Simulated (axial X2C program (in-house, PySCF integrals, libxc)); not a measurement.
# Spin–orbit effects along a row: molecules with Rb (ions), PBE0

All values come from calculations with an axial X2C code built on PySCF integrals, spin-free (one-electron X2C) or two-component (2c: spin–orbit coupling with atomic mean-field Coulomb and Gaunt terms, which also bring small scalar terms), in Dyall basis sets with cores contracted in-house; open shells are unrestricted.

Basis sets: Cl dyall-av3z, Na dyall-cv3z, P dyall-v3z, Rb dyall-cv3z, S dyall-av3z, Si dyall-v3z.

| molecule | spin-free state | Re (Å) | ωe (cm⁻¹) | De (eV) | 2c state | Re 2c (Å) | ωe 2c (cm⁻¹) | De 2c (eV) |
| --- | --- | --- | --- | --- | --- | --- | --- | --- |
| NaRb⁺ | M_S = 1/2, Λ = 0 | 4.266 | 72.9 | 0.51 | Ω = 1/2 | 4.266 | 72.9 | 0.51 |
| RbSi⁺ | M_S = 1, Λ = 1 | 3.768 | 82.5 | 0.24 | Ω = 2 | 3.769 | 82.5 | 0.23 |
| RbP⁺ | M_S = 3/2, Λ = 0 | 3.666 | 66.7 | 0.13 | Ω = 3/2 | 3.666 | 66.7 | 0.13 |
| RbS⁺ | M_S = 1, Λ = 0 | 3.493 | 92.2 | 0.29 | Ω = 1 | 3.494 | 92.2 | 0.29 |
| RbCl⁺ | M_S = 1/2, Λ = 1 | 3.437 | 76.6 | 0.08 | Ω = 3/2 | 3.437 | 76.7 | 0.12 |

(1) Work out the shifts from the spin-free to the two-component result.

Fragments in 2c: Rb+ + Na, Rb+ + Si, Rb+ + P, Rb+ + S, Rb+ + Cl. Each entry is the lowest single determinant of a limited PBE0 search at one distance. De goes to single-determinant-based atoms at the same level (for ions the charge split of lowest energy) and is withheld (n/a) where an atom does not fit its ground term or J level. Main or longest-lived isotopes. One determinant is a doubtful description, or other states lie close, for RbSi⁺, RbP⁺, RbS⁺, RbCl⁺; these need not be ground states, and all values refer to the states named. Some open-shell Ω = 0 determinants are out of reach, so the Ω given for RbSi⁺, RbS⁺ need not be the lowest component. With several unpaired electrons the Ω given is that of one determinant, not necessarily of the lowest component. Some light 2c atoms are not at their ground J level, so De misses part of their lowering (0.04 eV or less). The functionals have no current term, which raises determinants with orbital currents. Where the atoms have a lower orbital projection than the molecule, De at mean-field level may be about a tenth of an eV too small.

Results:

(1) 

```csv
molecule,2c state,ΔRe (Å),Δωe (cm⁻¹),ΔDe (eV)
NaRb⁺,Ω = 1/2,0.000,0.0,0.00
RbSi⁺,Ω = 2,0.001,0.0,-0.01
RbP⁺,Ω = 3/2,0.000,0.0,0.00
RbS⁺,Ω = 1,0.001,0.0,0.00
RbCl⁺,Ω = 3/2,0.000,0.1,0.04
```

Shifts of one unit in the last digit are rounding.
